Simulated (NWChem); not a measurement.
Molecule: C4H7N; SMILES C(=CC)=CN

```xyz
12

C      0.4819    -2.3139     0.1930
C     -0.4262    -1.2393    -0.3609
C     -0.4087     0.0245    -0.0123
C     -0.3699     1.2823     0.3670
N      0.4869     2.2893    -0.1356
H      1.0626    -2.7878    -0.6100
H      1.1786    -1.9038     0.9294
H     -0.1034    -3.1096     0.6735
H     -1.1500    -1.5755    -1.1100
H     -0.9891     1.6173     1.1994
H      0.9145     2.0292    -1.0189
H      0.0160     3.1839    -0.2345
```
Atoms are numbered in this order, from 1.

Computed with NWChem. Medium grid unless said otherwise, to which SCAN and Minnesota functionals are sensitive. Structure relaxed at the B3LYP/6-31G* (spherical d) level. Total energies of different functionals are on different scales.

| level | energy (Ha) | highest occupied level (eV) | orbital gap (eV) | dipole (D) |
|---|---|---|---|---|
| PBE/def2-TZVP | -211.1292 | -4.80 | 4.13 | 1.09 |
| B3LYP/def2-TZVP | -211.4158 | -5.78 | 5.80 | 1.07 |
| r2SCAN/def2-TZVP | -211.2754 | -4.99 | 4.62 | 1.08 |
| Hartree-Fock/def2-TZVP | -210.0070 | -8.67 | 12.17 | 1.08 |
| BLYP/def2-TZVP | -211.3171 | -4.68 | 4.10 | 1.08 |
